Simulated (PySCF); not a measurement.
thionyl fluoride (F$_{2}$OS), singlet, at a GFN2-xTB geometry, atoms displaced at random by about 0.08 Å a coordinate; R2SCAN/6-31G, gradient (PySCF).

Input for PySCF:
```python
from pyscf import gto, scf, dft

mol = gto.Mole()
mol.atom = '''
    O     1.34861888   -0.14051608   -0.29018884
    S     0.13095871   -0.01702321    0.48546425
    F    -0.70236892    1.27028697   -0.28602394
    F    -0.73755288   -1.19872299   -0.02640818
'''
mol.basis = '6-31g'
mol.verbose = 4
mol.build()

mf = dft.RKS(mol)
mf.xc = 'r2scan'
mf.grids.level = 5
mf.kernel()
g = mf.nuc_grad_method()
g.grid_response = False
grad = g.kernel()
```

**Question.** Predict the main parts of the log of this PySCF run.

**Answer.** 
```
PySCF version 2.14.0

[INPUT] verbose = 4
[INPUT] num. atoms = 4
[INPUT] num. electrons = 42
[INPUT] charge = 0
[INPUT] spin (= nelec alpha-beta = 2S) = 0
[INPUT] symmetry False subgroup None
[INPUT] Mole.unit = angstrom
[INPUT] Symbol           X                Y                Z      unit          X                Y                Z       unit  Magmom
[INPUT]  1 O      1.348618880000  -0.140516080000  -0.290188840000 AA    2.548520329618  -0.265536907297  -0.548377432005 Bohr   0.0
[INPUT]  2 S      0.130958710000  -0.017023210000   0.485464250000 AA    0.247476095526  -0.032169204661   0.917394475767 Bohr   0.0
[INPUT]  3 F     -0.702368920000   1.270286970000  -0.286023940000 AA   -1.327284897207   2.400494472904  -0.540506911669 Bohr   0.0
[INPUT]  4 F     -0.737552880000  -1.198722990000  -0.026408180000 AA   -1.393772945584  -2.265258150320  -0.049904227648 Bohr   0.0

nuclear repulsion = 188.948498866295
number of shells = 22
number of NR pGTOs = 112
number of NR cGTOs = 40
basis = 6-31g
ecp = {}

******** <class 'pyscf.dft.rks.RKS'> ********
method = RKS
initial guess = minao
damping factor = 0
level_shift factor = 0
DIIS = <class 'pyscf.scf.diis.CDIIS'>
diis_start_cycle = 1
diis_space = 8
diis_damp = 0
SCF conv_tol = 1e-09
SCF conv_tol_grad = None
SCF max_cycles = 50
direct_scf = True
direct_scf_tol = 1e-13
XC library pyscf.dft.libxc version 7.1.2
    S. Lehtola, C. Steigemann, M. J. T. Oliveira, and M. A. L. Marques,  SoftwareX 7, 1–5 (2018)
XC functionals = r2scan
    J. W. Furness, A. D. Kaplan, J. Ning, J. P. Perdew, and J. Sun,  J. Phys. Chem. Lett. 11, 8208–8215 (2020)
    J. W. Furness, A. D. Kaplan, J. Ning, J. P. Perdew, and J. Sun,  J. Phys. Chem. Lett. 11, 9248–9248 (2020)
    J. W. Furness, A. D. Kaplan, J. Ning, J. P. Perdew, and J. Sun,  J. Phys. Chem. Lett. 11, 8208–8215 (2020)
    J. W. Furness, A. D. Kaplan, J. Ning, J. P. Perdew, and J. Sun,  J. Phys. Chem. Lett. 11, 9248–9248 (2020)
radial grids:
    Treutler-Ahlrichs [JCP 102, 346 (1995); DOI:10.1063/1.469408] (M4) radial grids

becke partition: Becke, JCP 88, 2547 (1988); DOI:10.1063/1.454033
pruning grids: <function nwchem_prune>
grids dens level: 5
symmetrized grids: False
atomic radii adjust function: <function treutler_atomic_radii_adjust>
small_rho_cutoff = 0
Set gradient conv threshold to 3.16228e-05
Initial guess from minao.
tot grids = 173784
init E= -673.552075847579
  HOMO = -0.341689278994323  LUMO = -0.0749106664945014  gap/eV = 7.25942
cycle= 1 E= -672.371014318996  delta_E= 1.18  |g|= 1.16  |ddm|= 2.57
  HOMO = -0.188176585537942  LUMO = -0.0409886460161291  gap/eV = 4.00519
cycle= 2 E= -670.080871966142  delta_E= 2.29  |g|= 3.13  |ddm|= 4.38
  HOMO = -0.265078191257528  LUMO = -0.0863113569528617  gap/eV = 4.86449
cycle= 3 E= -672.242908733921  delta_E= -2.16  |g|= 1.47  |ddm|= 3.82
  HOMO = -0.315129451555789  LUMO = -0.10826598819291  gap/eV = 5.62904
cycle= 4 E= -672.678231685589  delta_E= -0.435  |g|= 0.151  |ddm|=  1.3
  HOMO = -0.315366985241383  LUMO = -0.106199397717249  gap/eV = 5.69174
cycle= 5 E= -672.672317863768  delta_E= 0.00591  |g|= 0.236  |ddm|= 0.321
  HOMO = -0.316181845430016  LUMO = -0.111264736780588  gap/eV = 5.57608
cycle= 6 E= -672.682631235926  delta_E= -0.0103  |g|= 0.0239  |ddm|= 0.199
  HOMO = -0.314723032550301  LUMO = -0.108605648410186  gap/eV = 5.60874
cycle= 7 E= -672.68277769283  delta_E= -0.000146  |g|= 0.00565  |ddm|= 0.0279
  HOMO = -0.315363542630723  LUMO = -0.109113247464765  gap/eV = 5.61236
cycle= 8 E= -672.68278480836  delta_E= -7.12e-06  |g|= 0.001  |ddm|= 0.00563
  HOMO = -0.315295482114845  LUMO = -0.109004976923434  gap/eV = 5.61345
cycle= 9 E= -672.6827850568  delta_E= -2.48e-07  |g|= 0.000233  |ddm|= 0.0012
  HOMO = -0.315304853413543  LUMO = -0.109004712287715  gap/eV = 5.61371
cycle= 10 E= -672.68278506965  delta_E= -1.29e-08  |g|= 1.18e-05  |ddm|= 0.000283
  HOMO = -0.315304846645703  LUMO = -0.109005097389736  gap/eV = 5.61370
cycle= 11 E= -672.682785069717  delta_E= -6.71e-11  |g|= 2.52e-06  |ddm|= 3.24e-05
  HOMO = -0.31530512467365  LUMO = -0.109005005524265  gap/eV = 5.61371
Extra cycle  E= -672.6827850697  delta_E= 1.68e-11  |g|= 9.28e-06  |ddm|= 1.09e-05
converged SCF energy = -672.6827850697

******** <class 'pyscf.grad.rks.Gradients'> for <class 'pyscf.dft.rks.RKS'> ********
unit = Eh/Bohr
grid_response = False
--------------- RKS gradients ---------------
         x                y                z
0 O    -0.1359903293     0.0112510304     0.0801230946
1 S     0.0142079502    -0.1041748556    -0.1508407026
2 F     0.0240370492    -0.0242902349     0.0175549041
3 F     0.0978248645     0.1172028951     0.0530636937
----------------------------------------------
```
